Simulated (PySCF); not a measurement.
# Structure elucidation problem

An unknown has the formula C$_{5}$H$_{12}$Si$_{2}$. Its calculated NMR data are:

$^{1}$H NMR (300 MHz, computed): δ 4.00 (m, 2H), 3.76 (m, 2H), 1.89 (m, 1H), 1.84 (m, 2H), 1.47 (s, 3H), 1.31 (m, 2H).

$^{13}$C{$^{1}$H} NMR (computed): δ 40.2 (CH2), 34.7 (C), 26.2 (CH3), 19.0 (CH).

Gas phase, no relativistic terms, a single conformation, rapidly exchanging positions averaged. GIAO PBE0/pcSseg-1 shieldings; geometry from GFN2-xTB; PySCF 2.14.

Referencing at the same level of theory: $^{1}$H and $^{13}$C against TMS.

Propose a structure and justify it.

Answers


- The formula gives 2 degrees of unsaturation (2 rings in the answer).
- 4 carbon signals for 5 carbons: some carbons are equivalent by symmetry or fast rotation.
- Carbon types of the structure: 1 × C, 1 × CH, 2 × CH2, 1 × CH3, leaving 4 H on heteroatoms.
- δC 40.2: sp3 CH2 in a ring; a saturated carbon with 2 carbon neighbours and no heteroatom attached.
- δC 34.7: fully substituted sp3 carbon bonded to Si.
- δC 26.2: methyl carbon; saturated and bonded to C and H only.
- δC 19.0: sp3 CH bonded to Si.
- δH 4.00, 3.76: hydrogen on a silicon bonded to C, Si, in a 5-membered ring.
- δH 1.89: hydrogen on an sp3 CH bonded to Si.
- δH 1.84, 1.31: hydrogen on an sp3 CH2 in a ring.

These data were computed for `C1[C@]2(C)C[C@H]1[SiH2][SiH2]2`.

The data come from this structure; uniqueness wasn't tested.

Shifts are as computed. Against solution values, carbons near 30 ppm lie about +3 ppm off and those near 130 ppm about +5 ppm. Of 1309 compounds with measured shifts, 239 miss one by over three times the rms of a fit or turn the order of signals round; such compounds aren't used in these exercises. No couplings were computed; multiplicities are counted from neighbouring protons, with m where these are inequivalent, close in shift, in a saturated or five-membered ring or joined by F or P, and br s for small geminal =CH2 splittings.
